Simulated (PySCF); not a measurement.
**LiBe: script and output**

Input:

```python
from pyscf import gto, scf, cc

mol = gto.M(
    atom='Li 0 0 0; Be 0 0 2.357',
    basis='def2-svpd',
    charge=0,
    spin=3,
    verbose=4,
)
mf = scf.UHF(mol)
mf.kernel()
mycc = cc.CCSD(mf)
mycc.kernel()
mycc.ccsd_t()
mf.dip_moment()
print('orbital energies (hartree):', [e[max(0, n-3):n+3].round(4) for e, n in zip(mf.mo_energy, mol.nelec)])
```

```bash
$ python input.py
```

Output (some set-up lines and the per-cycle HOMO/LUMO lines with their warnings removed):

```
PySCF version 2.14.0

[INPUT] Symbol           X                Y                Z      unit          X                Y                Z       unit  Magmom
[INPUT]  1 Li     0.000000000000   0.000000000000   0.000000000000 AA    0.000000000000   0.000000000000   0.000000000000 Bohr   0.0
[INPUT]  2 Be     0.000000000000   0.000000000000   2.357000000000 AA    0.000000000000   0.000000000000   4.454084475600 Bohr   0.0

nuclear repulsion = 2.69415635597794
number of shells = 12
number of NR pGTOs = 41
number of NR cGTOs = 24
basis = def2-svpd
ecp = {}

******** <class 'pyscf.scf.uhf.UHF'> ********
method = UHF
initial guess = minao
damping factor = 0
level_shift factor = 0
DIIS = <class 'pyscf.scf.diis.CDIIS'>
SCF conv_tol = 1e-09
SCF max_cycles = 50
number electrons alpha = 5  beta = 2
init E= -22.017556446143

cycle= 1 E= -21.8228723755047  delta_E= 0.195  |g|= 0.128  |ddm|= 1.16
cycle= 2 E= -21.9134393630503  delta_E= -0.0906  |g|= 0.0489  |ddm|= 0.707
cycle= 3 E= -21.9228810579969  delta_E= -0.00944  |g|= 0.0269  |ddm|= 0.28
cycle= 4 E= -21.927461937459  delta_E= -0.00458  |g|= 0.0107  |ddm|= 0.277
cycle= 5 E= -21.9286972122636  delta_E= -0.00124  |g|= 0.00729  |ddm|= 0.103
cycle= 6 E= -21.9295772501778  delta_E= -0.00088  |g|= 0.00249  |ddm|= 0.156
cycle= 7 E= -21.9296435152784  delta_E= -6.63e-05  |g|= 0.000601  |ddm|= 0.0524
cycle= 8 E= -21.9296468335548  delta_E= -3.32e-06  |g|= 0.000186  |ddm|= 0.0114
cycle= 9 E= -21.9296470483375  delta_E= -2.15e-07  |g|= 5.4e-05  |ddm|= 0.00254
cycle= 10 E= -21.9296470698008  delta_E= -2.15e-08  |g|= 1.43e-05  |ddm|= 0.00114
cycle= 11 E= -21.9296470710607  delta_E= -1.26e-09  |g|= 6.2e-06  |ddm|= 0.000239
cycle= 12 E= -21.9296470712643  delta_E= -2.04e-10  |g|= 1.01e-06  |ddm|= 5.46e-05
Extra cycle  E= -21.9296470712674  delta_E= -3.12e-12  |g|= 5.17e-07  |ddm|= 7.49e-06
converged SCF energy = -21.9296470712674  <S^2> = 3.7500019  2S+1 = 4.0000009

******** <class 'pyscf.cc.uccsd.UCCSD'> ********
CC2 = 0
CCSD nocc = (np.int64(5), np.int64(2)), nmo = (24, 24)
max_cycle = 50
direct = 0
conv_tol = 1e-07
conv_tol_normt = 1e-06
Init t2, MP2 energy = -0.00786324243902391
Init E_corr(UCCSD) = -0.00786324243963972
cycle = 1  E_corr(UCCSD) = -0.0100702820205112  dE = -0.00220703958  norm(t1,t2) = 0.034781
cycle = 2  E_corr(UCCSD) = -0.0110116402621829  dE = -0.000941358242  norm(t1,t2) = 0.0204104
cycle = 3  E_corr(UCCSD) = -0.0120502034343314  dE = -0.00103856317  norm(t1,t2) = 0.0138438
cycle = 4  E_corr(UCCSD) = -0.0120679974238797  dE = -1.77939895e-05  norm(t1,t2) = 0.00658244
cycle = 5  E_corr(UCCSD) = -0.0121401985701136  dE = -7.22011462e-05  norm(t1,t2) = 0.00242219
cycle = 6  E_corr(UCCSD) = -0.0121213491916988  dE = 1.88493784e-05  norm(t1,t2) = 0.000627409
cycle = 7  E_corr(UCCSD) = -0.0121236228068443  dE = -2.27361515e-06  norm(t1,t2) = 0.000230895
cycle = 8  E_corr(UCCSD) = -0.0121253379441675  dE = -1.71513732e-06  norm(t1,t2) = 7.19207e-05
cycle = 9  E_corr(UCCSD) = -0.0121259694188216  dE = -6.31474654e-07  norm(t1,t2) = 2.65189e-05
cycle = 10  E_corr(UCCSD) = -0.0121257132120467  dE = 2.56206775e-07  norm(t1,t2) = 9.28157e-06
cycle = 11  E_corr(UCCSD) = -0.0121256131613349  dE = 1.00050712e-07  norm(t1,t2) = 2.922e-06
cycle = 12  E_corr(UCCSD) = -0.0121255973714522  dE = 1.57898827e-08  norm(t1,t2) = 8.29584e-07
UCCSD converged
E(UCCSD) = -21.94177266863889  E_corr = -0.01212559737145221
UCCSD(T) correction = -0.000108467017252972
Dipole moment(X, Y, Z, Debye):  0.00000,  0.00000, -6.80762
orbital energies (hartree): [array([-0.4092, -0.2271, -0.1991, -0.0107,  0.0056,  0.0417]), array([-4.6703, -2.4989, -0.0132,  0.0269,  0.0323])]
```

In short: E(SCF) = -21.929647 Eh, 12 cycles, E(CCSD) − E(SCF) = -0.01213 Eh, (T) = -0.00011 Eh, ⟨S²⟩ = 3.750, μz(SCF) = -6.81 D.

Wall time 1.2 s on one thread of a shared host.

At this level a UHF run with spin=1 ends 1.40 eV lower; the true order of the states can differ. The bond length is a typed value, not an optimised one. No search for the lowest solution was made.
